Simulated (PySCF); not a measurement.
Simulation results for AlBFO

All values are calculated (PySCF 2.14.0). Calculation on a computer-drawn molecule: the log of a Hartree-Fock and frozen-core CCSD(T) single point meant for a local Hartree-Fock minimum, with one planted fault or none, to be diagnosed. Offsets are logged minus clean, where the clean run is the same molecule without the fault. The reference is restricted for singlets and unrestricted otherwise, and also for a bond in bohr or an excited solution. Adding or removing an electron swaps singlet and doublet. The excited solution moves the top pair (singlet) or top alpha electron (doublet) to the lowest empty orbital. Highest occupied and lowest empty are orbital energies over both spins, largest force is the largest gradient component, triples share is (T) over the correlation energy, the T1 limit is 0.02 restricted and 0.045 unrestricted, electrons count all cores, a negative frequency is imaginary (commonest isotopes), and the dipole is about the centre of nuclear charge.

```xyz
4
formula=AlBFO meant_charge=1 meant_multiplicity=1 meant_basis=cc-pV(D+d)Z logged_electrons=34 logged_basis_functions=65 logged_SCF_converged=yes logged_spin_squared=2.0387 logged_highest_occupied=-13.185 logged_lowest_empty=-6.0729 logged_largest_force=0.1411 logged_T1_diagnostic=0.023045 logged_D1_diagnostic=0.074478 logged_triples_share=0.023384 logged_CC_converged=yes logged_dipole_magnitude=2.1342 logged_SCF_stable_within_its_kind=yes logged_energy_HF=-440.55799 logged_energy_CCSD(T)=-441.01158 possible_faults=no_fault,one_electron_removed,one_electron_added,multiplicity_raised_by_two,geometry_at_a_saddle_point,SCF_held_on_an_excited_solution,minimal_basis_STO-3G,one_bond_length_entered_in_bohr,all_coordinates_scaled
O     -2.4869    -0.2932     0.8054
Al    -1.2015     0.1303     0.0284
B      0.6288     0.7329    -1.0781
F      1.6321     1.0633    -1.6846
```

Units: logged_highest_occupied, logged_lowest_empty in eV; logged_largest_force in hartree/bohr; logged_dipole_magnitude in debye; logged_energy_HF, logged_energy_CCSD(T) in hartree.

Drawn bonds:
| atom | other atom | order |
| --- | --- | --- |
| 1 | 2 | 2 |
| 2 | 3 | 1 |
| 3 | 4 | 1 |

Question: Which fault was planted in the run of AlBFO?
Answer: multiplicity raised by two

Further results for AlBFO:

* HF energy offset from clean run: 11.14 kcal/mol
* CCSD(T) energy offset from clean run: 59.96 kcal/mol
